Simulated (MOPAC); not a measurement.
A run for MOPAC: AM1 on CH6SiTe (SMILES C[Te][SiH3]), a point of a torsion scan.

```
AM1 1SCF PRECISE CHARGE=0 THREADS=1
CH6SiTe

C      1.70353966 1    -0.12738312 1     0.14768741 1
Te     0.40072689 1     0.80707461 1    -1.30126405 1
Si    -1.66515198 1     0.12862134 1    -0.08805349 1
H      1.47207116 1    -1.17988760 1     0.23850878 1
H      2.72373807 1    -0.01743232 1    -0.19073082 1
H      1.59930495 1     0.34703975 1     1.11390117 1
H     -1.96939058 1     0.99790412 1     1.04906516 1
H     -1.53828951 1    -1.23833494 1     0.40994752 1
H     -2.75712829 1     0.21732477 1    -1.04748200 1
```

The log:

```
*******************************************************************************
 **                                                                           **
 **                              MOPAC v23.2.5                                **
 **                                                                           **
 *******************************************************************************
 ** MOPAC's Digital Object Identifier: https://doi.org/10.5281/zenodo.6511958 **
 **                                                                           **
 ** Please cite the open-source release paper for use of this MOPAC version:  **
 ** J. E. Moussa and J. J. P. Stewart (2026)                                  **
 ** MOPAC: An open-source semiempirical molecular orbital program             **
 ** J. Open Source Softw., 11(119), 8025, https://doi.org/10.21105/joss.08025 **
 *******************************************************************************

                              AM1 CALCULATION RESULTS

 *******************************************************************************
 *  AM1        - The AM1 Hamiltonian to be used
 *
 *
 *
 *                 CHARGE ON SYSTEM = 0
 *
 *
 *
 *  PRECISE    - TIGHTER CRITERIA TO BE USED
 *  1SCF       - DO 1 SCF AND THEN STOP
 *  THREADS=1  - MULTI-THREADING NOT USED
 *  T=         - A TIME OF 172800.0 SECONDS REQUESTED
 *  DUMP=N     - RESTART FILE WRITTEN EVERY 7200.0 SECONDS REQUESTED
 *******************************************************************************
AM1 1SCF PRECISE CHARGE=0 THREADS=1
 CH6SiTe

   ATOM   CHEMICAL          X               Y               Z
  NUMBER   SYMBOL      (ANGSTROMS)     (ANGSTROMS)     (ANGSTROMS)

     1       C          1.70353966  *  -0.12738312  *   0.14768741  *
     2      Te          0.40072689  *   0.80707461  *  -1.30126405  *
     3      Si         -1.66515198  *   0.12862134  *  -0.08805349  *
     4       H          1.47207116  *  -1.17988760  *   0.23850878  *
     5       H          2.72373807  *  -0.01743232  *  -0.19073082  *
     6       H          1.59930495  *   0.34703975  *   1.11390117  *
     7       H         -1.96939058  *   0.99790412  *   1.04906516  *
     8       H         -1.53828951  *  -1.23833494  *   0.40994752  *
     9       H         -2.75712829  *   0.21732477  *  -1.04748200  *



          CARTESIAN COORDINATES

    NO.       ATOM           X           Y           Z

     1         C          1.7035     -0.1274      0.1477
     2        Te          0.4007      0.8071     -1.3013
     3        Si         -1.6652      0.1286     -0.0881
     4         H          1.4721     -1.1799      0.2385
     5         H          2.7237     -0.0174     -0.1907
     6         H          1.5993      0.3470      1.1139
     7         H         -1.9694      0.9979      1.0491
     8         H         -1.5383     -1.2383      0.4099
     9         H         -2.7571      0.2173     -1.0475

  H: (AM1): M.J.S. DEWAR ET AL, J. AM. CHEM. SOC. 107 3902-3909 (1985)
  C: (AM1): M.J.S. DEWAR ET AL, J. AM. CHEM. SOC. 107 3902-3909 (1985)
 Si: (AM1): M.J.S.DEWAR, C. JIE, ORGANOMETALLICS, 6, 1486-1490 (1987).
 Te: (AM1): J. J. P. STEWART, J. MOL. MOD., 10, 155-164 (2004)

           Empirical Formula: C H6 Te Si  =     9 atoms



      MOLECULAR POINT GROUP   :   C1


      RHF CALCULATION, NO. OF DOUBLY OCCUPIED LEVELS = 10


 -------------------------------------------------------------------------------
 AM1 1SCF PRECISE CHARGE=0 THREADS=1
 CH6SiTe



     1SCF WAS SPECIFIED, SO BFGS WAS NOT USED
     SCF FIELD WAS ACHIEVED


                              AM1 CALCULATION
                                                       MOPAC v23.2.5 Linux




          FINAL HEAT OF FORMATION =         11.76772 KCAL/MOL =      49.23616 KJ/MOL


          COSMO AREA              =        133.53 SQUARE ANGSTROMS
          COSMO VOLUME            =        129.28 CUBIC ANGSTROMS

          IONIZATION POTENTIAL    =          7.341489 EV
          HOMO LUMO ENERGIES (EV) =         -7.341 -1.639
          NO. OF FILLED LEVELS    =         10
          MOLECULAR WEIGHT        =        173.7439         POINT GROUP:  C1

          MOLECULAR DIMENSIONS (Angstroms)

            Atom       Atom       Distance
            H     9    H     5     5.55239
           Te     2    H     8     2.90296
            H     7    H     4     2.36670


          SCF CALCULATIONS        =          1





   ATOM   CHEMICAL          X               Y               Z
  NUMBER   SYMBOL      (ANGSTROMS)     (ANGSTROMS)     (ANGSTROMS)

     1       C          1.70353966  *  -0.12738312  *   0.14768741  *
     2      Te          0.40072689  *   0.80707461  *  -1.30126405  *
     3      Si         -1.66515198  *   0.12862134  *  -0.08805349  *
     4       H          1.47207116  *  -1.17988760  *   0.23850878  *
     5       H          2.72373807  *  -0.01743232  *  -0.19073082  *
     6       H          1.59930495  *   0.34703975  *   1.11390117  *
     7       H         -1.96939058  *   0.99790412  *   1.04906516  *
     8       H         -1.53828951  *  -1.23833494  *   0.40994752  *
     9       H         -2.75712829  *   0.21732477  *  -1.04748200  *

                             CARTESIAN COORDINATES

   1    C        1.703539660    -0.127383120     0.147687410
   2   Te        0.400726890     0.807074610    -1.301264050
   3   Si       -1.665151980     0.128621340    -0.088053490
   4    H        1.472071160    -1.179887600     0.238508780
   5    H        2.723738070    -0.017432320    -0.190730820
   6    H        1.599304950     0.347039750     1.113901170
   7    H       -1.969390580     0.997904120     1.049065160
   8    H       -1.538289510    -1.238334940     0.409947520
   9    H       -2.757128290     0.217324770    -1.047482000


           Empirical Formula: C H6 Te Si  =     9 atoms



      MOLECULAR POINT GROUP   :   C1


                  EIGENVALUES
 -30.71752 -22.67951 -15.71763 -14.27866 -14.26320 -12.84973 -12.63370 -11.09576
  -9.77485  -7.34149  -1.63858  -0.18060   1.27217   1.32144   1.94940   4.17496
   4.18563   4.83501


              NET ATOMIC CHARGES AND DIPOLE CONTRIBUTIONS

  ATOM NO.   TYPE          CHARGE      No. of ELECS.   s-Pop       p-Pop
    1          C          -0.384921        4.3849     1.25147     3.13345
    2         Te           0.092821        5.9072     1.94682     3.96036
    3         Si           0.340212        3.6598     0.89813     2.76165
    4          H           0.094442        0.9056     0.90556
    5          H           0.105289        0.8947     0.89471
    6          H           0.094230        0.9058     0.90577
    7          H          -0.116512        1.1165     1.11651
    8          H          -0.117412        1.1174     1.11741
    9          H          -0.108148        1.1081     1.10815
 DIPOLE           X         Y         Z       TOTAL
 POINT-CHG.     0.479     0.446    -0.755     0.999
 HYBRID        -0.212    -1.022     1.647     1.950
 SUM            0.267    -0.576     0.891     1.094


          ATOMIC ORBITAL ELECTRON POPULATIONS

     Atom    s        px        py        pz
    1  C   1.25147   1.05395   1.04404   1.03547
    2 Te   1.94682   0.95568   1.72078   1.28390
    3 Si   0.89813   0.95044   0.90190   0.90931
    4  H   0.90556
    5  H   0.89471
    6  H   0.90577
    7  H   1.11651
    8  H   1.11741
    9  H   1.10815

 **********************
 *                    *
 * JOB ENDED NORMALLY *
 *                    *
 **********************




 == MOPAC DONE ==
```

The run finished.

Cost: roughly 0.03 core-seconds.
